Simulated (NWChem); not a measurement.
A series in which one site is exchanged, each optimised at PBE0/def2-SVP with NWChem, gas phase unless a solvent is named. All stand in one matching conformer (torsions within 35°), which need not be the lowest. This build's default masses of Se (78.918 u) and Br (79.917 u) are each other's, which moves their modes by up to 0.6 %. For some, no frequency run checked for a minimum. def2 effective core potentials on Cd; no spin-orbit coupling.

A: [Zn]([SeH])[F] (ZnHSeF; site = Zn)
B: F[Se][SeH] (HSe$_{2}$F; site = Se)
C: [F][Mg][SeH] (MgHSeF; site = Mg)
D: [SeH][Cd][F] (CdHSeF; site = Cd)

```tsv
quantity	A	B	C	D
dipole (D), PBE0/def2-SVP	___	2.17	1.05	1.64
vertical ionisation energy, ΔSCF, PBE/def2-SVP (eV)	___	9.07	9.41	9.34
vertical ionisation energy, ΔSCF, PBE0/def2-SVP (eV)	___	9.40	9.51	9.52
```

Q: Fill in the missing entries.

A: 
- dipole (D), PBE0/def2-SVP, A: 1.44
- vertical ionisation energy, ΔSCF, PBE/def2-SVP (eV), A: 9.46
- vertical ionisation energy, ΔSCF, PBE0/def2-SVP (eV), A: 9.68
